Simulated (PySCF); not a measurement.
This PySCF input asks for the NMR shieldings of `C(S[SiH2]SC)n1cccc1`, C₆H₁₁NS₂Si; the geometry comes from GFN2-xTB.

```python
import basis_set_exchange as bse
import numpy as np
from pyscf import gto, dft
from pyscf.prop import nmr

atoms = """
C     3.720489    0.468895   -0.145168
S     2.450097   -0.559347    0.644471
Si    1.227777   -0.927873   -1.075481
S    -0.301976   -2.333817   -0.579174
C    -0.973928   -1.615154    0.992904
N    -1.556466   -0.341850    0.804877
C    -0.955805    0.855257    1.067508
C    -1.796121    1.856573    0.672397
C    -2.947473    1.245041    0.131410
C    -2.765887   -0.104734    0.221926
H     4.421628    0.754163    0.631689
H     4.228742   -0.106279   -0.912122
H     3.259295    1.352446   -0.574024
H     0.646300    0.335007   -1.510105
H     2.014458   -1.590085   -2.099229
H    -0.150378   -1.561920    1.705256
H    -1.715970   -2.344721    1.320336
H     0.005706    0.896040    1.540678
H    -1.618054    2.909856    0.763725
H    -3.806057    1.746279   -0.269671
H    -3.395297   -0.916834   -0.083916
"""
names = dict.fromkeys(["C", "S", "Si", "N", "H"], "pcSseg-1")
basis = {el: gto.basis.parse(bse.get_basis(n, elements=[el], fmt="nwchem")) for el, n in names.items()}
mol = gto.M(atom=atoms, basis=basis, charge=0, verbose=0)
mf = dft.RKS(mol, xc="PBE0")
mf.grids.level = 2
mf.grids.alignment = dft.numint.BLKSIZE   # the property module wants whole blocks of grid points
mf.conv_tol = 1e-9
mf.kernel()

calc = nmr.RKS(mf)   # GIAO
C = mf.mo_coeff
Co = C[:, mf.mo_occ > 0]
resp = mf.gen_response(singlet=True, hermi=2)
def vind(x):   # induced exchange potential for any number of trial vectors
    d = np.einsum("pi,xij,qj->xpq", C, 2 * x.reshape(-1, C.shape[1], Co.shape[1]), Co, optimize=True)
    return np.einsum("xpq,pi,qj->xij", resp(d - d.transpose(0, 2, 1)), C, Co, optimize=True).ravel()
mo1, _ = nmr.rhf.solve_mo1(calc, with_cphf=vind)
sigma = calc.kernel(mo1)
for i, s in enumerate(sigma):   # ppm
    print("%2d %-2s %9.2f" % (i, mol.atom_pure_symbol(i), np.trace(s) / 3))
```

Problem. Give the expected output.

Solution. 
```
 0 C     174.54
 1 S     711.95
 2 Si    362.29
 3 S     552.88
 4 C     136.63
 5 N      78.78
 6 C      60.43
 7 C      72.55
 8 C      69.41
 9 C      62.50
10 H      29.48
11 H      29.69
12 H      29.78
13 H      26.70
14 H      26.73
15 H      26.53
16 H      26.68
17 H      24.38
18 H      25.41
19 H      25.21
20 H      24.98
```

These numbers come from an equivalent density-fitted implementation of the same equations, which agrees with the script to about 0.01 ppm for H and up to a few tenths of a ppm for heavy atoms, so last digits may differ.

Problem. Turn these shieldings into chemical shifts. Referencing at the same level of theory: TMS for $^{13}$C (186.93 ppm), $^{29}$Si (349.16 ppm), $^{1}$H (31.72 ppm); $^{33}$S (503.73 ppm) against CS2; $^{15}$N (267.73 ppm) against NH3.

Solution. Averaging equivalent atoms: C 6/9: 125.5; C 7/8: 115.9; C 4: 50.3; C 0: 12.4; S 3: -49; S 1: -208; Si 2: -13.1; N 5: 189.0; H 17/20: 7.03; H 18/19: 6.41; H 15/16: 5.11; H 13/14: 5.00; H 10/11/12: 2.07 ppm. Experimental scales use liquid or dissolved standards, which lie at an offset from isolated NH3 (liquid NH3: subtract about 20 ppm). Unscaled 15N shifts of sp2 nitrogen come out 20 to 40 ppm too high even then.

Size and cost of the density-fitted run: 246 basis functions, 2.2 min wall time on 1 thread of an Arm Neoverse N1, shared host; peak memory 1.1 GiB.
